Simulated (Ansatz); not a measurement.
Pulling the pair apart

The pair of H2O (SMILES O, atoms 1–3) and HBr (SMILES Br, atoms 4–5), both closed shells, in one local arrangement (a lower one may exist), relaxed at PBE0-D4/def2-TZVP:

```
5
angstrom
O -0.3199 -0.1156 -0.8303
H -0.2446 0.7454 -1.2505
H 0.3218 -0.6800 -1.2698
Br 0.2745 0.0761 2.3811
H -0.0317 -0.0259 0.9695
```

HBr is shifted rigidly along the line between the mean atom positions of the two fragments (negative: closer). Counterpoise interaction energies in kcal/mol. Program: Ansatz 0.2.0. Basis: def2-TZVPPD. Cores are frozen in the correlated methods. Filled d shells of the heavier atoms are correlated. The def2 sets are not built for correlating such inner shells, so the correlated values are less sure here. B3LYP uses VWN-RPA correlation.

```json
{"shift (Å)": "-0.33", "PBE-D4": "-3.38", "wB97M-V": "-1.30", "B3LYP-D4": "-1.79"}
{"shift (Å)": "-0.16", "PBE-D4": "-5.38", "wB97M-V": "-3.77", "B3LYP-D4": "-4.20"}
{"shift (Å)": "0.00", "PBE-D4": "-5.87", "wB97M-V": "-4.69", "B3LYP-D4": "-5.01"}
{"shift (Å)": "0.16", "PBE-D4": "-5.62", "wB97M-V": "-4.76", "B3LYP-D4": "-5.00"}
{"shift (Å)": "0.39", "PBE-D4": "-4.80", "wB97M-V": "-4.24", "B3LYP-D4": "-4.39"}
{"shift (Å)": "0.82", "PBE-D4": "-3.21", "wB97M-V": "-2.91", "B3LYP-D4": "-2.94"}
{"shift (Å)": "1.64", "PBE-D4": "-1.39", "wB97M-V": "-1.31", "B3LYP-D4": "-1.26"}
{"shift (Å)": "3.27", "PBE-D4": "-0.36", "wB97M-V": "-0.37", "B3LYP-D4": "-0.36"}
```

What does CCSD(T) give at these shifts? (Judge from chemistry; the value comes from the calculation.)

The calculation gives: 0.21, -2.66, -3.87, -4.17, -3.89, -2.79, -1.28, -0.36 kcal/mol. For zero shift, CCSD(T) at an estimated basis limit (MP2 extrapolated from triple and quadruple zeta, plus CCSD(T) − MP2 in triple zeta) gives -4.75 kcal/mol. These are counterpoise interaction energies, counted from the two frozen fragments.

The T1 diagnostic stays at or below 0.008.

For scale, one of the runs: CCSD(T)/def2-TZVPPD, 148 basis functions, launched by `ansatz run in.yaml --threads 2 --pin off --events-out ev --progress --plain --max-ram 5222MiB`. The run took 18 s on 2 CPU threads of an AMD EPYC 9R14 (shared host), with 0.97 GiB of host memory at its peak.
